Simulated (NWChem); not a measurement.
Molecule: Si₂H₄, singlet; SMILES [SiH][SiH3]

```xyz
6

Si     0.0477     1.3446     0.3997
H      1.2365     1.3339    -0.5584
Si    -0.0723    -1.0182     0.1270
H      1.2486    -1.6919     0.2859
H     -0.5236    -1.2188    -1.2855
H     -1.0526    -1.7025     1.0138
```
Atoms are numbered in this order, from 1.

Program: NWChem. Low-valent species are run as closed-shell singlets; no triplet was tried in these runs. Coordinates come from a PBE0-D3(BJ)/def2-TZVP optimisation. GIAO values for the isolated, static molecule; σ is the absolute isotropic shielding.

Question: Taking PBE/pcSseg-2 as the yardstick, which of these has the fewest basis functions while keeping “σ Si3 (ppm)” within 5 ppm of it: PBE/cc-pVDZ; PBE/cc-pVTZ; PBE/pcSseg-1?

Answer: none of them.
| level | basis functions | σ Si3 (ppm) | relative time (rough) |
|---|---|---|---|
| PBE/cc-pVDZ | 56 | 464.3 | 2 |
| PBE/pcSseg-1 | 68 | 408.4 | 1 |
| PBE/cc-pVTZ | 124 | 415.5 | 8 |
| PBE/pcSseg-2 | 142 | 402.5 | 6 |

The yardstick is one finite set, not the basis-set limit.
